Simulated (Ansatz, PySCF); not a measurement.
C₂H₄F₂OSi, SMILES C=C[Si](O)(F)F. Atoms are numbered in the order given.

```xyz
10

C     -0.0846    -2.4433     0.0000
C      0.7093    -1.3634     0.0000
Si     0.0332     0.3430     0.0000
O     -1.6056     0.2712     0.0000
F      0.5578     1.1950    -1.2727
F      0.5578     1.1950     1.2727
H     -1.1753    -2.3501     0.0000
H      0.3212    -3.4608     0.0000
H      1.7977    -1.5009     0.0000
H     -2.1116     1.0919     0.0000
```

Coordinates come from a B3LYP-D3(BJ)/def2-SVP optimisation. The structure was generated by enumeration, and PubChem lists no compound with its InChIKey, so it may never have been made. The values are those of a single conformer.

Two levels are set side by side: PBE-D3(BJ)/def2-SVP (Ansatz, an electronic-structure program) and B3LYP-D3(BJ)/def2-SVP (Ansatz). Each level has its own optimised geometry; the coordinates shown are those of the second. Frequencies come from the Hessian of PySCF at each geometry. Differences are taken from unrounded values.

```
quantity                            B3LYP-D3(BJ)  PBE-D3(BJ)  PBE-D3(BJ) minus B3LYP-D3(BJ)
----------------------------------  ------------  ----------  -----------------------------
mean bond length (Å)                       1.367       1.377                          0.010
bond C1–C2 (Å)                             1.340       1.348                          0.008
bond C2–Si3 (Å)                            1.835       1.843                          0.007
bond Si3–O4 (Å)                            1.640       1.654                          0.014
bond Si3–F5 (Å)                            1.619       1.631                          0.012
bond Si3–F6 (Å)                            1.619       1.631                          0.012
bond C1–H7 (Å)                             1.095       1.103                          0.008
bond C1–H8 (Å)                             1.095       1.104                          0.008
bond C2–H9 (Å)                             1.097       1.105                          0.008
bond O4–H10 (Å)                            0.964       0.972                          0.008
highest harmonic wavenumber (cm⁻¹)          3887        3781                           -105
mean harmonic wavenumber (cm⁻¹)             1151        1119                            -32
zero-point energy (kcal/mol)               39.49       38.40                          -1.09
```

Exact exchange shortens and stiffens bonds; PBE has none. Differences between two approximate levels are no errors against the true value.
